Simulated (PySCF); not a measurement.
Computed IR spectrum (relative IR intensity) of a molecule CH₉FOSi₃. The structure is a stationary point at PBE-D3(BJ)/def2-SVP. One conformer was computed; it need not be the lowest. The numbers are results of PBE-D3(BJ)/def2-SVP (PySCF 2.14.0), not measurements. Frequencies are harmonic and unscaled.

Lines under 2 % of the strongest are left out, and lines within 2 cm⁻¹ are merged.

```
ν (cm⁻¹)  relative intensity
--------  ------------------
222                      3.0
331                      4.9
487                      3.2
512                      5.7
713                      3.3
741                      8.7
774                      100
785                      9.9
844                      8.8
853                      9.5
864                      8.8
895                       16
899                      3.7
916                       56
935                       39
1031                      82
1220                     7.3
2145                      16
2152                      18
2168                      26
2183                      29
2187                      36
```

Problem. Pick the molecule that these values belong to.
A) F[SiH2]OC([SiH3])[SiH3]
B) C[SiH2]O[Si@H](F)[SiH3]
C) O[SiH2][C@H](F)[SiH2][SiH3]
D) C[SiH2][Si@@H](O)[SiH2]F

Solution. B, C[SiH2]O[Si@H](F)[SiH3]
